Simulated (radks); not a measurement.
Spherical jellium clusters: N electrons in a uniform positive sphere of charge N and radius rs N^(1/3), rs = 2.32 bohr. Method: non-relativistic Kohn-Sham, exchange-only LDA, spin-polarised, spherical densities; computed with a radial shooting solver with Libxc functionals. Levels are named by radial order and angular momentum (1s, 1p, 1d, 2s, ...), and open shells are averaged over m.

N = 39, configuration 1s2 1p6 1d10 2s2 1f14 2p(up 3, down 2). This is the lowest configuration that the search found. Occupied and some empty levels:

level    occupation  eigenvalue (eV)  <r> (bohr)
1s up             1          -10.145       4.589
1s down           1          -9.9857       4.683
1p up             3          -8.4726       5.515
1p down           3          -8.3803       5.554
1d up             5          -6.4249       6.185
1d down           5          -6.3614       6.191
2s up             1          -5.5938       5.245
2s down           1          -5.3941       5.194
1f up             7          -4.0891       6.782
1f down           7          -4.0293       6.769
2p up             3          -3.0697       6.404
2p down           2          -2.8822       6.454
1g up             0          -1.5641       7.458
1g down           0          -1.4944       7.436
3s up             0         -0.87786       9.500
2d up             0         -0.86098       8.620
3s down           0         -0.76846       9.722
2d down           0         -0.73854       8.792

Energy (eV): total 4.80488, kinetic 178.26, external -6142.0, Hartree 2995.1, exchange-correlation -182.97, background 3156.4.
